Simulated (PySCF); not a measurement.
C2H5Se, SMILES CC[Se], multiplicity 2.

Geometry: B3LYP-D3(BJ)/def2-SVP. The isomer is the one that the SMILES or the coordinates give; other isomers of the formula were not compared.

Calculation: TDA-PBE/def2-SVPD run with PySCF.

Vertical excitations. Isolated molecule, no solvent.

| state | energy (eV) | λ (nm) | f | main pairs |
|---|---|---|---|---|
| root 1 | 0.16 | 7532 | 0.000 | β HOMO→LUMO 100 % |
| root 2 | 2.93 | 423 | 0.001 | β HOMO−1→LUMO 100 % |
| root 3 | 3.92 | 316 | 0.009 | β HOMO−2→LUMO 99 % |
| root 4 | 4.47 | 278 | 0.000 | α HOMO→LUMO 34 %, β HOMO→LUMO+1 65 % |
| root 5 | 4.68 | 265 | 0.000 | β HOMO−3→LUMO 100 % |
| root 6 | 4.95 | 251 | 0.010 | α HOMO→LUMO 60 %, β HOMO→LUMO+1 33 % |
| root 7 | 5.20 | 238 | 0.009 | α HOMO→LUMO+1 17 %, β HOMO→LUMO+2 78 % |
| root 8 | 5.50 | 225 | 0.073 | α HOMO→LUMO+1 82 %, β HOMO→LUMO+2 16 % |
| root 9 | 5.56 | 223 | 0.000 | β HOMO−4→LUMO 99 % |
| root 10 | 5.77 | 215 | 0.001 | α HOMO−1→LUMO 98 % |
Unrestricted roots are not spin-pure.
